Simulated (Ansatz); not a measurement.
`C=NCO[SiH3]` and `C=NC[O][SbH2]` differ in one atom or group.

Ansatz, PBE0-D4/def2-TZVP geometries, multiplicity 1. Each molecule was computed in one conformer, which needn't be the lowest.

Elements past krypton have def2 core potentials.

```tsv
property	`C=NCO[SiH3]`
HOMO–LUMO gap (PBE0/def2-TZVPP) / eV	7.37
HOMO energy (PBE/def2-TZVPP) / eV	-6.19
HOMO energy (B3LYP/def2-TZVPP) / eV	-7.45
LUMO energy (ωB97M-V/def2-TZVPP) / eV	1.83
LUMO energy (B3LYP/def2-TZVPP) / eV	-0.60
size of the dipole moment (B3LYP/def2-TZVPP) / D	0.88
```

Problem. What does the change do to each property? (Best estimate.)

Solution. The calculation gave: 
```tsv
property	`C=NC[O][SbH2]`	shift
HOMO–LUMO gap (PBE0/def2-TZVPP) / eV	6.08	-1.29
HOMO energy (PBE/def2-TZVPP) / eV	-5.88	0.31
HOMO energy (B3LYP/def2-TZVPP) / eV	-7.13	0.32
LUMO energy (ωB97M-V/def2-TZVPP) / eV	0.47	-1.36
LUMO energy (B3LYP/def2-TZVPP) / eV	-1.51	-0.91
size of the dipole moment (B3LYP/def2-TZVPP) / D	1.89	1.01
```

With PBE0 the HOMO rises by 0.33 eV and the LUMO falls by 0.96 eV, so the gap narrows by about 1.29 eV. PBE moves the HOMO by 0.31 eV and ωB97M-V by 0.40 eV. Dipoles are sizes alone; their direction can turn.

B3LYP here is the variant with VWN-RPA as its local correlation; programs differ in this.

Spin–orbit coupling is left out; it splits and shifts lone-pair levels of the heavy atoms by tenths of an eV.
